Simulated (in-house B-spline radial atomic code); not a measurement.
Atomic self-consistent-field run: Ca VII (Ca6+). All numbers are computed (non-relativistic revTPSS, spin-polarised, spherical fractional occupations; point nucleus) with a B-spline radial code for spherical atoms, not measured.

Command:
```bash
python run_scf.py task.json out
```
Settings:
```
Z                20
configuration    [Ne] 3s2 3p2
hamiltonian      nr
method           revtpss,revtpss
spin_polarised   True
```

Output (hartree, bohr):
```
 radial grid: 43 intervals, B-splines of order 8, outer radius 10.2985 bohr

 iter        energy (Eh)    residual
    1        -665.309167    2.98e-02
    2        -665.311225    1.10e-03
    3        -665.311232    4.40e-04
    4        -665.311234    2.15e-04
    5        -665.311234    4.11e-05
    6        -665.311234    4.86e-06
    7        -665.311234    1.32e-07

 total energy                      -665.31123
 kinetic                             664.7917
 electron-nucleus                  -1521.0945
 Hartree                             223.8454
 exchange-correlation                -32.8538

 orbital      occ     eigenvalue          <r>       <r^2>       <1/r>       <r^4>       r_max
 1s up      1.000      -148.9316    0.0772737   0.0080162     19.5524  0.00016486     0.05079
 1s down    1.000      -148.9049    0.0772631  0.00801377     19.5542 0.000164757     0.05079
 2s up      1.000       -19.1119     0.364349    0.157006     4.03151   0.0435198      0.3005
 2s down    1.000       -19.0915      0.36411    0.156673     4.03062    0.043174      0.3007
 2p up      3.000       -16.2673     0.326592    0.131702     3.95228   0.0358677      0.2464
 2p down    3.000       -16.2308     0.326469    0.131466     3.95112   0.0355653      0.2467
 3s up      1.000        -5.0959      1.04807     1.24837     1.33576     2.34457      0.9456
 3s down    1.000        -4.9036      1.05555     1.26852     1.32739     2.44028      0.9487
 3p up      2.000        -4.3235      1.08294      1.3495     1.25634     2.84513      0.9637
```

Time taken, with all properties: 0.11 s on 1 thread of Arm Neoverse V2 (shared host).
